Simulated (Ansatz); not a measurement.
Basis sets compared for W(NH)Cl4 (WNCl₄H). Charge 0, multiplicity 1. Geometry PBE-D4/def2-SVP. Ansatz on 4 threads of Intel Xeon Platinum 8259CL on a shared host; times are rough, and most runs start from earlier orbitals.

Cartesian coordinates in Å:
```
W -0.066 -0.127 -0.295
N 0.282 0.542 1.252
H 0.487 0.938 2.172
Cl 0.425 -2.387 -0.039
Cl 1.960 0.056 -1.425
Cl -0.780 1.705 -1.539
Cl -2.309 -0.727 -0.127
```

In the def2 sets W takes a core potential; there is no spin–orbit coupling. The restricted singlet is unstable towards broken spin symmetry in Hartree–Fock (as tested in another run); at PBE-D4/def2-SVP, PBE-D4/def2-TZVPD, PBE0-D4/def2-SVP, PBE0-D4/def2-TZVP and others this wasn't settled.

```csv
level,functions,energy (Eh),HOMO (eV),LUMO (eV),wall time
PBE-D4/def2-SVP,123,-1962.0981,-7.18,-5.07,1.4 s
PBE-D4/def2-TZVP,225,-1962.8147,-7.27,-5.14,3.1 s
PBE0-D4/def2-SVP,123,-1962.1699,-8.57,-4.59,2.4 s
PBE0-D4/def2-TZVP,225,-1962.8838,-8.60,-4.57,6.5 s
```

(1) Estimate the rows for PBE-D4/def2-TZVPD, PBE0-D4/def2-TZVPD.

Answers

(1) 
```csv
level,functions,energy (Eh),HOMO (eV),LUMO (eV),wall time
PBE-D4/def2-TZVPD,273,-1962.8175,-7.31,-5.20,4.3 s
PBE0-D4/def2-TZVPD,273,-1962.8862,-8.62,-4.60,7.5 s
```
